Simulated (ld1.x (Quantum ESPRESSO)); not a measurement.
## LDA (PZ) RRKJ dataset for Sc, fully relativistic all-electron reference.

ld1.x (Quantum ESPRESSO) 7.5 was run on this input:

```
&input
   title='Sc', zed=21., rel=2, dft='PZ', iswitch=3,
   config='[Ar] 3d1 4s1 4p0', rel_dist='average',
   nld=5, rlderiv=3.20, eminld=-3.0, emaxld=5.0, deld=0.02
 /
 &inputp
   pseudotype=2, tm=.false., rho0=0.02, lloc=0,
   nlcc=.true., rcore=0.85,
   file_pseudopw='Sc.UPF', file_wfcaegen='ae.wfc', file_wfcncgen='nc.wfc', file_beta='beta', file_chi='chi'
 /
3
4P  2  1   0.00   0.00  2.75  2.75  0.0
3D  3  2   1.00   0.00  1.35  1.35  0.0
4S  1  0   1.00   0.00  2.95  2.95  0.0
 &test
   configts(1)='3d1 4s1 4p0'
 /
```

Command:

```bash
ld1.x < Sc.in > Sc.out
```

The program printed (shortened: banner, matrices, multipoles, cross overlaps and the repeated all-electron block are left out):

```
Program LD1 v.7.5
     --------------------------- All-electron run ----------------------------

     Sc
     dirac relativistic calculation

     atomic number is 21.00
     dft =PZ   lsd =0 sic =0 latt =0  beta=0.20 tr2=1.0E-14
     Exchange-correlation= PZ
                           (   1   1   0   0   0   0   0)
     mesh =1173 r(mesh) = 100.03074 a.u. xmin = -7.00 dx = 0.01250
     1 Ry =  13.60569312 eV, c = 137.03599908

     n l j   nl                  e(Ry)          e(Ha)          e(eV)
     Spin orbit split results
     1 0 0.5 1S 1( 2.00)      -322.7834      -161.3917     -4391.6921
     2 0 0.5 2S 1( 2.00)       -35.2763       -17.6381      -479.9583
     2 1 0.5 2P 1( 2.00)       -29.2619       -14.6310      -398.1286
     2 1 1.5 2P 1( 4.00)       -28.9216       -14.4608      -393.4989
     3 0 0.5 3S 1( 2.00)        -4.5408        -2.2704       -61.7809
     3 1 0.5 3P 1( 2.00)        -3.0115        -1.5057       -40.9734
     3 1 1.5 3P 1( 4.00)        -2.9735        -1.4867       -40.4565
     3 2 1.5 3D 1( 0.40)        -0.7533        -0.3767       -10.2494
     3 2 2.5 3D 1( 0.60)        -0.7509        -0.3754       -10.2160
     4 0 0.5 4S 1( 1.00)        -0.7320        -0.3660        -9.9589
     4 1 0.5 4P 1( 0.00)        -0.4780        -0.2390        -6.5029
     4 1 1.5 4P 1( 0.00)        -0.4749        -0.2375        -6.4614
     Averaged results
     1 0     1S 1( 2.00)      -322.7834      -161.3917     -4391.6921
     2 0     2S 1( 2.00)       -35.2763       -17.6381      -479.9583
     2 1     2P 1( 6.00)       -29.0351       -14.5175      -395.0422
     3 0     3S 1( 2.00)        -4.5408        -2.2704       -61.7809
     3 1     3P 1( 6.00)        -2.9862        -1.4931       -40.6288
     3 2     3D 1( 1.00)        -0.7518        -0.3759       -10.2294
     4 0     4S 1( 1.00)        -0.7320        -0.3660        -9.9589
     4 1     4P 1( 0.00)        -0.4759        -0.2380        -6.4752

     final scf error:  7.7E-15 reached in  32 iterations

     Etot =   -1524.127585 Ry,    -762.063793 Ha,  -20736.812204 eV

     Ekin =    1536.644849 Ry,     768.322424 Ha,   20907.118248 eV
     Encl =   -3616.075406 Ry,   -1808.037703 Ha,  -49199.212284 eV
     Eh   =     629.190921 Ry,     314.595461 Ha,    8560.578589 eV
     Exc  =     -73.887949 Ry,     -36.943974 Ha,   -1005.296757 eV

     normalization and overlap integrals

     s(1S/1S) =  1.000000  <r> =   0.0732  <r2> =    0.0072  r(max) =   0.0476
     s(2S/2S) =  1.000000  <r> =   0.3444  <r2> =    0.1405  r(max) =   0.2845
     s(2P/2P) =  1.000000  <r> =   0.3064  <r2> =    0.1161  r(max) =   0.2300
     s(2P/2P) =  1.000000  <r> =   0.3090  <r2> =    0.1180  r(max) =   0.2329
     s(3S/3S) =  1.000000  <r> =   1.0767  <r2> =    1.3393  r(max) =   0.9213
     s(3P/3P) =  1.000000  <r> =   1.1635  <r2> =    1.5977  r(max) =   0.9565
     s(3P/3P) =  1.000000  <r> =   1.1717  <r2> =    1.6202  r(max) =   0.9685
     s(3D/3D) =  1.000000  <r> =   1.6959  <r2> =    3.7676  r(max) =   1.0838
     s(3D/3D) =  1.000000  <r> =   1.7002  <r2> =    3.7867  r(max) =   1.0838
     s(4S/4S) =  1.000000  <r> =   3.3330  <r2> =   12.6122  r(max) =   2.9095
     s(4P/4P) =  1.000000  <r> =   4.0592  <r2> =   18.7686  r(max) =   3.5095
     s(4P/4P) =  1.000000  <r> =   4.0791  <r2> =   18.9495  r(max) =   3.5095

     ------------------------ End of All-electron run ------------------------

     --------------------- Generating NC pseudopotential ---------------------

      Generating local pot.: lloc=0, matching radius rcloc =   2.9500

      Computing core charge for nlcc:

       r > 0.85 : true rho core
       r < 0.85 : rho core = a sin(br)/r    a=   9.97  b=   2.17

      Integrated core pseudo-charge :   9.03

     Fully relativistic calculation: |psi|^2

     Wfc 4P LC norm =  0.99998116 SC norm =  0.00001857 missing  0.00000027

     Wfc 4P LC norm =  0.99998129 SC norm =  0.00001499 missing  0.00000372

     Wfc 3D LC norm =  0.99991647 SC norm =  0.00008351 missing  0.00000002

     Wfc 3D LC norm =  0.99991682 SC norm =  0.00008193 missing  0.00000125

      Wfc   4P  rcut= 2.733  Estimated cut-off energy=       22.67 Ry
      This function has    0 nodes for 0 < r <    2.733

      Wfc   4P  rcut= 2.733  Estimated cut-off energy=       22.65 Ry
      This function has    0 nodes for 0 < r <    2.733

      Wfc   3D  rcut= 1.357  Estimated cut-off energy=      125.33 Ry
      This function has    0 nodes for 0 < r <    1.357

      Wfc   3D  rcut= 1.357  Estimated cut-off energy=      125.33 Ry
      This function has    0 nodes for 0 < r <    1.357

     ------------------- End of pseudopotential generation -------------------

     Computing logarithmic derivative in   3.19551
     Computing logarithmic derivative in   3.19551
     Computing the partial wave expansion
       no projector for channel:   0
     R is outside the sphere for l=    1 j= 0.50
     R is outside the sphere for l=    1 j= 1.50
     R is outside the sphere for l=    2 j= 1.50
     R is outside the sphere for l=    2 j= 2.50

     ---------------------- Testing the pseudopotential ----------------------

     Sc
     dirac relativistic calculation

     atomic number is 21.00   valence charge is  3.00
     dft =PZ   lsd =0 sic =0 latt =0  beta=0.20 tr2=1.0E-14
     mesh =1173 r(mesh) = 100.03074 xmin = -7.00 dx = 0.01250

     n l  j  nl             e AE (Ry)       e PS (Ry)    De AE-PS (Ry)
     3 2 1.5 3D   1( 0.40)       -0.75331       -0.75331       -0.00000
     3 2 2.5 3D   1( 0.60)       -0.75086       -0.75086        0.00000
     1 0 0.5 4S   1( 1.00)       -0.73197       -0.73197        0.00000
     2 1 0.5 4P   1( 0.00)       -0.47796       -0.47796       -0.00000
     2 1 1.5 4P   1( 0.00)       -0.47490       -0.47490        0.00000

     eps = 4.6E-16  iter =  9

     Etot =   -1524.127585 Ry,    -762.063793 Ha,  -20736.812204 eV
     Etotps =   -14.683280 Ry,      -7.341640 Ha,    -199.776204 eV

     Ekin =       5.916991 Ry,       2.958495 Ha,      80.504760 eV
     Encl =      -2.220933 Ry,      -1.110466 Ha,     -30.217327 eV
     Ehrt =       1.459092 Ry,       0.729546 Ha,      19.851965 eV
     Ecxc =     -13.443306 Ry,      -6.721653 Ha,    -182.905497 eV
     (Ecc =     -11.832689 Ry,      -5.916345 Ha,    -160.991940 eV)
     Epseu=      -6.395125 Ry,      -3.197562 Ha,     -87.010104 eV

     ---------------------- End of pseudopotential test ----------------------
```

Generation and configuration tests took about 1.6 s on one core of a shared server CPU.

Transferability test of the new file with ld1.x, input:

```
&input
   title='Sc', zed=21., rel=2, dft='PZ', iswitch=2,
   config='[Ar] 3d1 4s1 4p0', rel_dist='average'
 /
 &test
   file_pseudo='Sc.UPF', nconf=8,
   configts(1)='3d1 4s1 4p0',
   configts(2)='3d1 4s2 4p0',
   configts(3)='3d1 4s0 4p0',
   configts(4)='3d1 4s1.5 4p0',
   configts(5)='3d2 4s0 4p0',
   configts(6)='3d1 4s1 4p1',
   configts(7)='3d2 4s1 4p0',
   configts(8)='3d0 4s2 4p1'
 /
```

```bash
ld1.x < Sc.test.in > Sc.test.out
```

Pseudopotential blocks of its output, shortened (energy terms left out):

```
     ---------------------- Testing the pseudopotential ----------------------

     n l  j  nl             e AE (Ry)       e PS (Ry)    De AE-PS (Ry)
     3 2 1.5 3D   1( 0.40)       -0.75331       -0.75331       -0.00000
     3 2 2.5 3D   1( 0.60)       -0.75086       -0.75086        0.00000
     1 0 0.5 4S   1( 1.00)       -0.73197       -0.73197        0.00000
     2 1 0.5 4P   1( 0.00)       -0.47796       -0.47796       -0.00000
     2 1 1.5 4P   1( 0.00)       -0.47490       -0.47490        0.00000

     eps = 9.8E-15  iter =  8

     Etot =   -1524.127585 Ry,    -762.063793 Ha,  -20736.812204 eV
     Etotps =   -14.683280 Ry,      -7.341640 Ha,    -199.776200 eV

     ---------------------- End of pseudopotential test ----------------------

          ---------------------- Testing the pseudopotential ----------------------

     n l  j  nl             e AE (Ry)       e PS (Ry)    De AE-PS (Ry)
     3 2 1.5 3D   1( 0.40)       -0.25316       -0.25506        0.00190
     3 2 2.5 3D   1( 0.60)       -0.25090       -0.25279        0.00189
     1 0 0.5 4S   1( 2.00)       -0.31589       -0.31565       -0.00024
     2 1 0.5 4P   1( 0.00)       -0.11316       -0.11324        0.00008
     2 1 1.5 4P   1( 0.00)       -0.11138       -0.11147        0.00010

     eps = 5.3E-15  iter = 10

     Etot =   -1524.647009 Ry,    -762.323504 Ha,  -20743.879324 eV
     Etotps =   -15.202509 Ry,      -7.601255 Ha,    -206.840674 eV
     dEtot_ae =      -0.519424 Ry
     dEtot_ps =      -0.519229 Ry,   Delta E=      -0.000194 Ry

     ---------------------- End of pseudopotential test ----------------------

          ---------------------- Testing the pseudopotential ----------------------

     n l  j  nl             e AE (Ry)       e PS (Ry)    De AE-PS (Ry)
     3 2 1.5 3D   1( 0.40)       -1.33401       -1.33765        0.00365
     3 2 2.5 3D   1( 0.60)       -1.33130       -1.33496        0.00365
     1 0 0.5 4S   1( 0.00)       -1.16442       -1.16929        0.00487
     2 1 0.5 4P   1( 0.00)       -0.85688       -0.86072        0.00384
     2 1 1.5 4P   1( 0.00)       -0.85234       -0.85622        0.00388

     eps = 2.1E-17  iter =  7

     Etot =   -1523.174971 Ry,    -761.587485 Ha,  -20723.851223 eV
     Etotps =   -13.729284 Ry,      -6.864642 Ha,    -186.796429 eV
     dEtot_ae =       0.952614 Ry
     dEtot_ps =       0.953996 Ry,   Delta E=      -0.001381 Ry

     ---------------------- End of pseudopotential test ----------------------

          ---------------------- Testing the pseudopotential ----------------------

     n l  j  nl             e AE (Ry)       e PS (Ry)    De AE-PS (Ry)
     3 2 1.5 3D   1( 0.40)       -0.49109       -0.49181        0.00072
     3 2 2.5 3D   1( 0.60)       -0.48874       -0.48945        0.00071
     1 0 0.5 4S   1( 1.50)       -0.51717       -0.51694       -0.00023
     2 1 0.5 4P   1( 0.00)       -0.28788       -0.28786       -0.00002
     2 1 1.5 4P   1( 0.00)       -0.28545       -0.28545       -0.00001

     eps = 1.5E-15  iter =  9

     Etot =   -1524.439415 Ry,    -762.219707 Ha,  -20741.054861 eV
     Etotps =   -14.995035 Ry,      -7.497518 Ha,    -204.017845 eV
     dEtot_ae =      -0.311830 Ry
     dEtot_ps =      -0.311755 Ry,   Delta E=      -0.000074 Ry

     ---------------------- End of pseudopotential test ----------------------

          ---------------------- Testing the pseudopotential ----------------------

     n l  j  nl             e AE (Ry)       e PS (Ry)    De AE-PS (Ry)
     3 2 1.5 3D   1( 0.80)       -0.52881       -0.49972       -0.02910  !
     3 2 2.5 3D   1( 1.20)       -0.52685       -0.49794       -0.02891  !
     1 0 0.5 4S   1( 0.00)       -0.63110       -0.64119        0.01008  !
     2 1 0.5 4P   1( 0.00)       -0.40052       -0.41153        0.01101  !
     2 1 1.5 4P   1( 0.00)       -0.39798       -0.40900        0.01102  !

     eps = 2.0E-15  iter = 10

     Etot =   -1524.079621 Ry,    -762.039811 Ha,  -20736.159619 eV
     Etotps =   -14.612183 Ry,      -7.306092 Ha,    -198.808882 eV
     dEtot_ae =       0.047964 Ry
     dEtot_ps =       0.071097 Ry,   Delta E=      -0.023132 Ry

     ---------------------- End of pseudopotential test ----------------------

          ---------------------- Testing the pseudopotential ----------------------

     n l  j  nl             e AE (Ry)       e PS (Ry)    De AE-PS (Ry)
     3 2 1.5 3D   1( 0.40)       -0.33740       -0.34043        0.00303
     3 2 2.5 3D   1( 0.60)       -0.33506       -0.33807        0.00301
     1 0 0.5 4S   1( 1.00)       -0.36849       -0.36849        0.00000
     2 1 0.5 4P   1( 0.33)       -0.15565       -0.15567        0.00002
     2 1 1.5 4P   1( 0.67)       -0.15366       -0.15369        0.00003

     eps = 1.3E-15  iter = 14

     Etot =   -1524.438175 Ry,    -762.219087 Ha,  -20741.037990 eV
     Etotps =   -14.993860 Ry,      -7.496930 Ha,    -204.001860 eV
     dEtot_ae =      -0.310590 Ry
     dEtot_ps =      -0.310580 Ry,   Delta E=      -0.000009 Ry

     ---------------------- End of pseudopotential test ----------------------

          ---------------------- Testing the pseudopotential ----------------------

     n l  j  nl             e AE (Ry)       e PS (Ry)    De AE-PS (Ry)
     3 2 1.5 3D   1( 0.80)       -0.11180       -0.09984       -0.01196  !
     3 2 2.5 3D   1( 1.20)       -0.11009       -0.09827       -0.01182  !
     1 0 0.5 4S   1( 1.00)       -0.27070       -0.28007        0.00936  !
     2 1 0.5 4P   1( 0.00)       -0.09221       -0.09953        0.00731  !
     2 1 1.5 4P   1( 0.00)       -0.09085       -0.09814        0.00729  !

     eps = 6.8E-15  iter = 19

     Etot =   -1524.527813 Ry,    -762.263907 Ha,  -20742.257586 eV
     Etotps =   -15.069775 Ry,      -7.534888 Ha,    -205.034737 eV
     dEtot_ae =      -0.400228 Ry
     dEtot_ps =      -0.386495 Ry,   Delta E=      -0.013733 Ry

     ---------------------- End of pseudopotential test ----------------------

          ---------------------- Testing the pseudopotential ----------------------

     n l  j  nl             e AE (Ry)       e PS (Ry)    De AE-PS (Ry)
     3 2 1.5 3D   1( 0.00)       -0.60028       -0.68049        0.08021  !
     3 2 2.5 3D   1( 0.00)       -0.59732       -0.67729        0.07997  !
     1 0 0.5 4S   1( 2.00)       -0.43807       -0.43910        0.00103
     2 1 0.5 4P   1( 0.33)       -0.19088       -0.18884       -0.00204
     2 1 1.5 4P   1( 0.67)       -0.18819       -0.18620       -0.00199

     eps = 7.9E-16  iter =  8

     Etot =   -1524.381032 Ry,    -762.190516 Ha,  -20740.260530 eV
     Etotps =   -14.897952 Ry,      -7.448976 Ha,    -202.696963 eV
     dEtot_ae =      -0.253447 Ry
     dEtot_ps =      -0.214672 Ry,   Delta E=      -0.038775 Ry

     ---------------------- End of pseudopotential test ----------------------
```
